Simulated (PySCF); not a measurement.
PBE on Pd⁺ (palladium, charge +1)

Configuration: [Kr] 4d8 5p1, one real determinant (an excited configuration). All numbers are calculated (PySCF 2.14, scalar relativity through the core potential, in def2-TZVPPD with the def2 core potential (28 electrons) (6s4p3d2f1g, 56 functions)).

```
Total energy                                                  : -127.2538 hartree
One-electron energy                                           : -216.9600 hartree
Hartree (Coulomb) energy                                      : 102.0061 hartree
Exchange-correlation energy                                   : -12.2999 hartree
⟨S²⟩                                                          : 3.7505
⟨L²⟩                                                          : 14.013
Sum of ⟨r⟩                                                    : 22.99 bohr
Sum of ⟨r²⟩                                                   : 42.26 bohr²
Traceless quadrupole moment −½Σ⟨3z² − r²⟩ along its main axis : -5.61 e·bohr²
```

| shell | electrons | mean orbital energy (hartree) | spread (hartree) | rms radius, mean of both spins (bohr) |
| --- | --- | --- | --- | --- |
| 4s α | 1 | -3.85726 | 0 | 1.01 |
| 4s β | 1 | -3.79318 | 0 | 1.01 |
| 4p α | 3 | -2.57037 | 0.00896 | 1.11 |
| 4p β | 3 | -2.50507 | 0.01168 | 1.11 |
| 4d α | 5 | -0.73764 | 0.04435 | 1.53 |
| 4d β | 3 | -0.68776 | 0.01156 | 1.53 |
| 5p α | 1 | -0.31211 | 0 | 3.76 |

⟨L²⟩ = 14.01 against 20 for a pure G term, so this real determinant mixes terms. Energies and moments cover only the electrons outside the core potential.
